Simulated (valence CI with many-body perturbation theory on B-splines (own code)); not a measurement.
**E1 line list for Pm55+**

Computed by valence CI with perturbative core correlation (CI+MBPT): four valence electrons over a frozen Dirac-Fock core [He], a basis of 11 s, 11 p, 10 d, 8 f, 5 g, 2 h functions for each j, with the one-electron correlation potential Σ1, the two-electron term Σ2, the three-electron term Σ3, Breit, model QED; selected CI, second order for the rest, scaled by the run's own slope (own B-spline code, finite nucleus).

The last digits are not significant, and no measured levels were compared; by estimate large intervals hold to a few tenths of a per cent, small ones and those within an open d or f shell to about a per cent. Among the levels kept, up to 900 cm⁻¹ of a level comes from second order outside the variational space, and about a tenth of that is noise between levels of different J, which matters for small intervals.

Lines 101 to 150 of 555 in falling wavelength, among levels below 8646.3 eV, chosen from the strongest by gf and those to the six lowest levels. Wavelengths and rates use the calculated energies. Electric multipoles are in the length gauge with retardation, E1 and E2 with the static RPA response of the core. Weak lines are less certain than strong ones. Lines between different terms over intervals too small for the method are left out, as are lines whose strength nearly cancels. The highest levels of a list are the least certain.

Levels are named by their leading jj configuration (3d3/2^4 stands for four electrons in 3d with j = 3/2), which in mixed levels can hold well under half, so a name can repeat and another be missing. Letters in brackets count levels of one name in rising energy.

```
λ vac (Å)                           Upper                           Lower   A (s⁻¹)  S (a.u.)
    50.31  (2s 2p1/2 2p3/2 3p3/2) J=3 [a]     (2s 2p1/2 2p3/2 3s) J=2 [a]  2.08e+11  9.14e-02
    50.23          (2s^2 2p3/2 3p3/2) J=1             (2s^2 2p3/2 3s) J=1  1.37e+11  2.58e-02
    50.18   (2p1/2 2p3/2^2 3p3/2) J=1 [c]          (2p1/2 2p3/2^2 3s) J=0  1.23e+11  2.31e-02
    50.18   (2p1/2 2p3/2^2 3p3/2) J=2 [a]      (2p1/2 2p3/2^2 3s) J=2 [a]  5.32e+10  1.66e-02
    50.08      (2s 2p3/2^2 3p3/2) J=2 [a]         (2s 2p3/2^2 3s) J=1 [a]  1.81e+11  5.62e-02
    50.02  (2s 2p1/2 2p3/2 3p3/2) J=2 [c]     (2s 2p1/2 2p3/2 3s) J=1 [c]  1.29e+11  4.00e-02
    49.86       (2p1/2^2 2p3/2 3p3/2) J=2          (2p1/2^2 2p3/2 3s) J=1  6.23e+10  1.91e-02
    49.85  (2s 2p1/2 2p3/2 3p3/2) J=3 [b]     (2s 2p1/2 2p3/2 3s) J=2 [b]  8.81e+10  3.77e-02
    49.83      (2s 2p3/2^2 3d3/2) J=1 [c]      (2s 2p3/2^2 3p1/2) J=1 [a]  8.91e+10  1.63e-02
    49.82      (2s 2p1/2 2p3/2 3p3/2) J=4         (2s 2p1/2 2p3/2 3s) J=3  2.02e+11  1.11e-01
    49.78          (2s^2 2p3/2 3d3/2) J=1          (2s^2 2p3/2 3p1/2) J=1  1.35e+11  2.47e-02
    49.76      (2s 2p3/2^2 3p3/2) J=2 [b]         (2s 2p3/2^2 3s) J=2 [b]  6.74e+10  2.05e-02
    49.75  (2s 2p1/2 2p3/2 3d3/2) J=3 [b]      (2s 2p1/2 2p3/2 3p1/2) J=3  8.09e+10  3.44e-02
    49.64      (2s 2p3/2^2 3d3/2) J=1 [a]      (2s 2p3/2^2 3p1/2) J=2 [a]  1.75e+11  3.17e-02
    49.35   (2p1/2 2p3/2^2 3p1/2) J=2 [a]      (2s 2p3/2^2 3p1/2) J=2 [a]  7.71e+10  2.29e-02
    49.30      (2s 2p3/2^2 3p3/2) J=2 [b]         (2s 2p3/2^2 3s) J=1 [b]  1.06e+11  3.14e-02
    49.07   (2p1/2 2p3/2^2 3d3/2) J=3 [b]       (2p1/2 2p3/2^2 3p1/2) J=3  9.14e+10  3.73e-02
    48.85          (2s^2 2p1/2 3p3/2) J=2             (2s^2 2p1/2 3s) J=1  2.56e+11  7.35e-02
    48.42       (2p1/2^2 2p3/2 3p1/2) J=1  (2s 2p1/2 2p3/2 3p1/2) J=2 [b]  1.27e+11  2.13e-02
    48.15  (2s 2p1/2 2p3/2 3p3/2) J=2 [d]     (2s 2p1/2 2p3/2 3s) J=2 [c]  1.06e+11  2.93e-02
    48.15      (2s 2p3/2^2 3p3/2) J=2 [b]         (2s 2p3/2^2 3s) J=1 [a]  6.66e+10  1.84e-02
    48.13          (2s^2 2p1/2 3p3/2) J=1             (2s^2 2p1/2 3s) J=1  1.06e+11  1.75e-02
    48.07   (2p1/2 2p3/2^2 3p3/2) J=2 [b]      (2p1/2 2p3/2^2 3s) J=2 [c]  1.92e+11  5.25e-02
    47.95      (2p1/2 2p3/2^2 3s) J=1 [a]         (2s 2p3/2^2 3s) J=2 [a]  1.52e+11  2.48e-02
    47.88       (2p1/2 2p3/2^2 3p1/2) J=3          (2s 2p3/2^2 3p1/2) J=3  5.72e+10  2.17e-02
    47.72   (2p1/2 2p3/2^2 3p3/2) J=2 [c]      (2p1/2 2p3/2^2 3s) J=1 [b]  8.84e+10  2.37e-02
    47.55          (2s^2 2p1/2 3p3/2) J=1             (2s^2 2p1/2 3s) J=0  1.90e+11  3.03e-02
    47.34          (2s 2p1/2^2 3p3/2) J=2             (2s 2p1/2^2 3s) J=1  2.18e+11  5.70e-02
    47.32  (2s 2p1/2 2p3/2 3p3/2) J=1 [c]     (2s 2p1/2 2p3/2 3s) J=1 [c]  1.56e+11  2.45e-02
    47.04       (2p1/2^2 2p3/2 3p3/2) J=2          (2p1/2^2 2p3/2 3s) J=2  1.17e+11  3.00e-02
    46.74  (2s 2p1/2 2p3/2 3p3/2) J=2 [a]     (2s 2p1/2 2p3/2 3s) J=2 [a]  1.19e+11  2.99e-02
    46.72          (2s^2 2p3/2 3p3/2) J=2             (2s^2 2p3/2 3s) J=1  1.56e+11  3.92e-02
    46.52          (2s 2p1/2^2 3p3/2) J=1             (2s 2p1/2^2 3s) J=1  1.05e+11  1.56e-02
    46.23  (2s 2p1/2 2p3/2 3d3/2) J=2 [d]  (2s 2p1/2 2p3/2 3p1/2) J=2 [c]  6.33e+10  1.54e-02
    45.99   (2p1/2 2p3/2^2 3p3/2) J=1 [b]      (2p1/2 2p3/2^2 3s) J=2 [b]  1.71e+11  2.47e-02
    45.94  (2s 2p1/2 2p3/2 3p3/2) J=3 [b]         (2s 2p1/2 2p3/2 3s) J=3  1.66e+11  5.56e-02
    45.76      (2s 2p1/2 2p3/2^2) J=1 [a]              (2s^2 2p3/2^2) J=2  1.68e+10  2.38e-03
    45.52          (2s^2 2p3/2 3p3/2) J=2             (2s^2 2p3/2 3s) J=2  1.56e+11  3.63e-02
    45.01       (2p1/2^2 2p3/2 3p3/2) J=3      (2s 2p1/2 2p3/2 3p3/2) J=4  5.30e+10  1.67e-02
    44.99          (2s 2p1/2^2 2p3/2) J=1          (2s^2 2p1/2 2p3/2) J=2  3.30e+10  4.44e-03
    44.86      (2p1/2 2p3/2^2 3s) J=2 [b]             (2s 2p3/2^2 3s) J=3  8.04e+10  1.79e-02
    44.83       (2p1/2^2 2p3/2 3d5/2) J=4      (2s 2p1/2 2p3/2 3d5/2) J=5  5.54e+10  2.22e-02
    44.71          (2p1/2^2 2p3/2 3s) J=1     (2s 2p1/2 2p3/2 3s) J=2 [b]  1.76e+11  2.33e-02
    44.68      (2s 2p3/2^2 3p3/2) J=1 [c]         (2s 2p3/2^2 3s) J=1 [b]  2.51e+11  3.31e-02
    44.46      (2p1/2 2p3/2^2 3s) J=2 [c]         (2s 2p3/2^2 3s) J=2 [a]  1.92e+11  4.17e-02
    44.44       (2p1/2^2 2p3/2 3p1/2) J=2      (2s 2p1/2 2p3/2 3p1/2) J=3  9.80e+10  2.12e-02
    44.11      (2s 2p1/2 2p3/2^2) J=2 [b]              (2s^2 2p3/2^2) J=2  1.69e+10  3.59e-03
    43.96          (2p1/2 2p3/2^2 3s) J=3             (2s 2p3/2^2 3s) J=3  5.97e+10  1.75e-02
    43.72          (2p1/2^2 2p3/2 3s) J=2         (2s 2p1/2 2p3/2 3s) J=3  8.73e+10  1.80e-02
    43.35          (2s^2 2p3/2 3p3/2) J=0             (2s^2 2p3/2 3s) J=1  4.10e+11  1.65e-02
```
